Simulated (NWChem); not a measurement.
Molecule: MgSiH3OCl; SMILES [SiH3][O][Mg][Cl]

```xyz
7

Mg     0.1074    -0.8464    -0.0011
Cl     0.3506    -3.0359     0.0003
O     -0.0911     0.9423    -0.0022
Si    -0.2727     2.5870    -0.0032
H     -1.0702     3.0449    -1.2005
H      1.0669     3.2817    -0.0480
H     -0.9939     3.0549     1.2378
```
Atoms are numbered in this order, from 1.

All runs: NWChem. Pople sets run with spherical d functions. Structure relaxed at the PBE-D3(BJ)/def2-SVP level. B3LYP is NWChem's, with the RPA form of VWN correlation. Vertical excitations in the gas phase; the lowest state need not have the same character in each row.

For level B3LYP/6-31G*, full TDDFT:

| Quantity | Value |
|---|---|
| lowest excitation, singlet (eV) | 4.92 |
| lowest state with f > 0.02, singlet (eV) | 5.51 |
| oscillator strength of that bright state | 0.048 |
| orbital gap (eV) | 5.91 |

Problem. How do the values read with level CAM-B3LYP/6-31G*, full TDDFT instead?

Solution. lowest excitation, singlet (eV): 5.45
lowest state with f > 0.02, singlet (eV): 5.95
oscillator strength of that bright state: 0.062
orbital gap (eV): 8.64
